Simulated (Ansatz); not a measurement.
C2HBF2 (`C#CB(F)F`) at its PBE0-D4/def2-TZVP geometry, where that method's forces vanish. Total charge 0; spin multiplicity 1.

```json
{"atom": "C1", "x (Å)": "-0.749", "y (Å)": "0.838", "z (Å)": "1.155"}
{"atom": "C2", "x (Å)": "-0.190", "y (Å)": "0.212", "z (Å)": "0.292"}
{"atom": "B3", "x (Å)": "0.517", "y (Å)": "-0.579", "z (Å)": "-0.797"}
{"atom": "F4", "x (Å)": "0.859", "y (Å)": "-0.013", "z (Å)": "-1.935"}
{"atom": "F5", "x (Å)": "0.806", "y (Å)": "-1.852", "z (Å)": "-0.634"}
{"atom": "H6", "x (Å)": "-1.244", "y (Å)": "1.393", "z (Å)": "1.919"}
```

**Question.** For each bond, give half the difference of the two atoms' forces along it (eV/Å; positive pushes the atoms apart) under PBE-D4, r2SCAN-D4, B3LYP-D4, ωB97M-V in def2-TZVPP. (Estimate.)

**Answer.** Computed: 
```tsv
bond	length (Å)	PBE-D4	r2SCAN-D4	B3LYP-D4	ωB97M-V
C1–C2	1.203	1.01	0.39	0.05	-0.30
C1–H6	1.066	-0.38	-0.23	-0.10	0.05
C2–B3	1.521	-0.82	-0.33	-0.13	0.18
B3–F4	1.316	0.52	0.18	0.19	0.12
B3–F5	1.316	0.52	0.18	0.19	0.12
```

B3LYP here is the variant with VWN-RPA as its local correlation; programs differ in this.
